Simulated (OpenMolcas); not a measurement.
**Ni IV: CASPT2 settings compared**

```json
{"Program": "OpenMolcas", "Basis": "ANO-R3 [7s5p5d3f2g1h]", "Scalar Hamiltonian": "X2C, finite nucleus", "Active space": "7 electrons in 5 orbitals (3d)", "State averaging": "2S+1 = 4 even, 10 roots; 2S+1 = 2 even, 40 roots (28 in the spin-orbit step)", "Spin-orbit coupling": "RASSI with atomic mean-field integrals over the reference wave functions, term energies averaged over their components"}
```

Methods on the same reference wave functions:
A. CASSCF
B. SS-CASPT2, IPEA 0.5 Eh, imaginary shift 0.15 Eh (closed shells correlated: 2s 2p 3s 3p)
C. XMS-CASPT2, IPEA 0 Eh, imaginary shift 0.15 Eh (closed shells correlated: 3s 3p)
D. XMS-CASPT2, IPEA 0.75 Eh, no level shift (closed shells correlated: 3s 3p)

Energies in cm-1 above 3d7 4F 9/2, the measured ground level; measured values from Corliss and Sugar, J. Phys. Chem. Ref. Data 10, 197 (1981).

| Level | A | B | C | D | Measured |
| --- | --- | --- | --- | --- | --- |
| 3d7 4F 9/2 | 0.0 | 0.0 | 0.0 | 0.0 | 0.0 |
| 3d7 4F 7/2 | 1162 | 1168 | 1167 | 1167 | 1190 |
| 3d7 4F 5/2 | 2010 | 2010 | 2010 | 2010 | 2042 |
| 3d7 4F 3/2 | 2587 | 2580 | 2580 | 2580 | 2621 |
| 3d7 4P 5/2 | 22246 | 18410 | 18300 | 17940 | 18119 |
| 3d7 2G 9/2 | 22325 | 19580 | 19900 | 19980 | 19830 |
| 3d7 4P 3/2 | 22595 | 18760 | 18510 | 18260 | 18367 |
| 3d7 4P 1/2 | 23151 | 19320 | 19150 | 18830 | 18958 |
| 3d7 2G 7/2 | 23457 | 20720 | 21030 | 21100 | 20948 |
| 3d7 2P 3/2 [75 %] | 29442 | 25390 | 23460 | 24610 | 23649 |
| 3d7 2H 11/2 | 29636 | 26130 | 26940 | 27570 | 26649 |
| 3d7 2P 1/2 | 30617 | 26750 | 24410 | 25700 | 24651 |
| 3d7 2H 9/2 | 30629 | 27140 | 27940 | 28560 | 27678 |
| 3d7 2D 5/2 | 32132 | 27160 | 27230 | 27720 | 27096 |
| 3d7 2D 3/2 | 33889 | 29110 | 28850 | 29420 | 28778 |

Deviations, from unrounded energies. A percentage is the sum of absolute deviations over the sum of measured energies, with the sign that they share, or ± where signs differ.

```csv
Against measurement,Levels,A,B,C,D
mean absolute deviation (cm-1),14,3200,490,140,420
fine structure of the ground term (%),3,-1.6,-1.6,-1.6,-1.6
other terms of the ground configuration (%),11,+17.8,±2.7,±0.7,±2.3
```

C lies closest to measurement on these levels and A furthest from it. The largest miss of C in the table is 3d7 2H 11/2, by +300 cm-1. The ranking rests on the paired levels alone, and a cruder setting can come out closer through cancelling errors.

Among B to D the level of the table that moves most is 3d7 2P 1/2, by 2300 cm-1 (lowest in C, highest in B). Moves below CASPT2's spread within the term are not significant.

The mean deviations of B to D differ by less than CASPT2's widest spread within a term (2500 cm-1), so their order carries little weight.

From A to B the spin-free energies of the other terms of 3d7 shown, above 4F, scale by factors of 0.82 to 0.88, as is usual when dynamic correlation screens the repulsion within a d or f shell.

The lowest spin-free term lies below A's lowest term by 0.753 hartree in B, 0.643 hartree in C, 0.623 hartree in D.

Term energies are means over components that CASPT2 splits; among the terms shown or strongly mixed into the levels shown the widest spread is 2500 cm-1 (3d7 4F, D). Some high roots are left out of the spin-orbit mixing, which shifts the levels that they would mix with. The CASPT2 spread within a term exceeds the gap to the next term for 3d7 2P and 3d7 2H, 3d7 2H and 3d7 2D, so the order of their levels is uncertain (figures for B; the like holds for D). Without dynamic correlation excited terms often stand tens of per cent too high (terms of higher spin than the ground term too low), and those without a measured partner can miss by more than the paired ones (holds for A). Some levels mix across a computed gap that differs much from the measured one, so their mixing is not that of the real levels (holds for B). Computed and measured levels are paired by configuration, term and J; levels that our copy of the source lacks, or whose pairing is in doubt (as where it misses far off the trend of its configuration), stay unpaired and out of the deviations. Levels of configurations outside the active space are missing.

A share in square brackets marks a mixed level and gives the weight of the term that names it, the lowest over the columns.
